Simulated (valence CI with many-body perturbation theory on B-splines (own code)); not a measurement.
**Sn44+: magnetic and hyperfine properties of the levels**

Calculated by valence CI with perturbative core correlation (CI+MBPT): four valence electrons over a frozen Dirac-Fock core [He], a basis of 11 s, 11 p, 10 d, 8 f, 5 g, 2 h functions for each j, with the one-electron correlation potential Σ1 (screened to all orders), the two-electron term Σ2, the three-electron term Σ3, Breit, model QED; selected single and double excitations, second order for the rest, scaled by the run's own slope (own B-spline code, finite nucleus).

No measured spectrum was set against this ion. As an estimate, large intervals hold to a few tenths of a per cent, small ones and those within an open d or f shell to about a per cent. Among the levels kept, up to 840 cm⁻¹ of a level comes from second order outside the variational space, and about a tenth of that is noise between levels of different J, which matters for small intervals.

A/g_I is the dipole constant over the nuclear g factor μ/I (μ in nuclear magnetons, uniformly magnetised nucleus), B/Q the quadrupole constant per barn. Both hold the static response of the core; the bare values leave it out. Large factors of s and p1/2 electrons are usually good to 5 to 10 %; those of open d and f shells near neutrality can be off by tens of per cent, and small factors of p3/2, d and f electrons come from cancelling terms and can be off by a factor of two or in sign, in half-filled shells by more. B is blank for J = 1/2, where it vanishes, and for nearly pure S terms. Energies count from the lowest level. Levels with J = 0 are left out.

Levels are named by their leading jj configuration (3d3/2^4 stands for four electrons in 3d with j = 3/2), which in mixed levels can hold well under half, so a name can repeat and another be missing. Letters in brackets count levels of one name in rising energy.

```tsv
Level	E (eV)	g	A/g_I (MHz)	A/g_I bare	B/Q (MHz/b)	B/Q bare
(2s^2 2p1/2 2p3/2) J=1	233.5	1.486	-80300	-69200	225000	226000
(2s^2 2p1/2 2p3/2) J=2	248.2	1.175	549000	552000	374000	375000
(2s 2p1/2^2 2p3/2) J=2	399.2	1.604	1310000	1300000	370000	371000
(2s 2p1/2^2 2p3/2) J=1	455.4	1.062	-830000	-804000	310000	310000
(2s^2 2p3/2^2) J=2	492.8	1.293	245000	251000	74400	74600
(2s 2p1/2 2p3/2^2) J=2 [a]	620.5	1.529	983000	979000	209000	209000
(2s 2p1/2 2p3/2^2) J=3	652.4	1.317	1190000	1180000	-1050	-1070
(2s 2p1/2 2p3/2^2) J=1 [a]	698.6	1.287	-382000	-362000	-290000	-291000
(2s 2p1/2 2p3/2^2) J=2 [b]	708.8	1.082	-8950	4800	-142000	-142000
(2s 2p1/2 2p3/2^2) J=1 [b]	712.7	1.376	2200000	2180000	127000	127000
(2p1/2^2 2p3/2^2) J=2	889.1	1.341	218000	231000	65700	65800
(2s 2p3/2^3) J=2	921.1	1.389	1360000	1340000	-442000	-443000
(2s 2p3/2^3) J=1	972.8	1.213	-864000	-833000	-144000	-145000
(2p1/2 2p3/2^3) J=1	1131.1	1.487	-99500	-79500	-222000	-223000
(2p1/2 2p3/2^3) J=2	1146.7	1.127	551000	556000	-513000	-514000
(2s^2 2p1/2 3s) J=1	4236.6	1.326	1430000	1420000	-11300	-11400
(2s^2 2p1/2 3p1/2) J=1	4285.0	0.656	984000	977000	-2650	-2650
(2s^2 2p1/2 3p3/2) J=1	4360.9	1.606	470000	465000	59100	59200
(2s^2 2p1/2 3p3/2) J=2	4368.8	1.162	432000	431000	118000	119000
(2s 2p1/2^2 3s) J=1	4390.4	2.005	2160000	2140000	2210	2210
(2s^2 2p1/2 3d3/2) J=2	4411.3	0.755	412000	410000	30400	30700
(2s^2 2p1/2 3d3/2) J=1	4425.6	0.948	314000	309000	8940	9050
(2s^2 2p1/2 3d5/2) J=2	4440.7	1.282	-216000	-215000	24300	24600
(2s 2p1/2^2 3p1/2) J=1	4442.0	1.334	1810000	1790000	-6120	-6100
(2s^2 2p1/2 3d5/2) J=3	4443.5	1.107	266000	264000	13400	13700
(2s^2 2p3/2 3s) J=2	4489.0	1.485	517000	519000	451000	452000
(2s^2 2p3/2 3s) J=1	4494.4	1.143	-29900	-17700	238000	238000
(2s 2p1/2^2 3p3/2) J=2	4518.0	1.554	1160000	1140000	118000	118000
(2s 2p1/2^2 3p3/2) J=1	4522.4	1.087	-1020000	-1000000	62900	63000
(2s^2 2p3/2 3p1/2) J=1	4549.5	1.445	204000	213000	224000	225000
(2s^2 2p3/2 3p1/2) J=2	4552.0	1.180	306000	310000	427000	428000
```

(1) Take the isotope of mass number 119, with I = 1/2, μ = -1.0459 μN. What is the hyperfine structure of (2s 2p1/2 2p3/2^2) J=3?

Answers

(1) From the table A = -2490000 MHz. Shifts from the centre of gravity in MHz: F = 5/2: 4980000, F = 7/2: -3740000.
